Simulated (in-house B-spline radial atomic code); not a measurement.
Inner-shell binding energies (edges) and X-ray emission energies of free atoms and ions, as differences of relaxed hole-state energies with first-order Breit, QED and recoil terms, without correlation or multiplet splittings, in NIST's listed ground configurations. For neutral atoms such line energies lie within some 1 to 5 eV of tabulated X-ray lines (up to 20 eV for the heaviest). Removing outer electrons raises all edges nearly alike, so lines move far less than edges. K = 1s, L1 = 2s. A dash marks a subshell that is part filled or wasn't run, or a line left out. Computed with an all-electron radial atomic-structure program (B-spline basis): Dirac-Hartree-Fock, average of the configuration, finite nuclei.

```tsv
ion	configuration	K edge (eV)	L1 edge (eV)
As	[Ar] 3d10 4s2 4p3	11874.8	1544.37
As+	[Ar] 3d10 4s2 4p2	11886	1555.42
As2+	[Ar] 3d10 4s2 4p1	11898.9	1568.1
As3+	[Ar] 3d10 4s2	11913.3	1582.22
As5+	[Ar] 3d10	11948.7	1616.43
As6+	[Ar] 3d9	11983.5	1651.96
As7+	[Ar] 3d8	12021	1690.17
```
